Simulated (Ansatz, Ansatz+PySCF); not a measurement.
```xyz
2

B     0.0000    0.0000   -1.0927
Al    0.0000    0.0000    1.0927
```

Basis set: def2-SVP (spherical functions). Left uncorrelated: 6 orbitals. Correlation on ROHF uses semicanonical orbitals with singles. Charge 0, multiplicity 3.

Computed with Ansatz (development build ahead of 0.2.0); each method stands on the lowest determinant of its kind that the runs found.

(1) Give the atomization energy at this shape (free ground-state atoms in the same class of orbitals less the molecule, no zero-point energy) of triplet AlB by ROHF-CCSD(T), ROHF-MP2, UHF-MP2, ROHF, UHF.

Answers

(1)

```
      method  atomization energy
ROHF-CCSD(T)      40.74 kcal/mol
    ROHF-MP2      40.41 kcal/mol
     UHF-MP2      37.32 kcal/mol
        ROHF      34.03 kcal/mol
         UHF      33.41 kcal/mol
```

Caution for ROHF-CCSD(T), ROHF-MP2: a plain start can end on a higher determinant. Caution for UHF-MP2, UHF: the determinant may break the point group; the unrestricted determinant is spin contaminated.
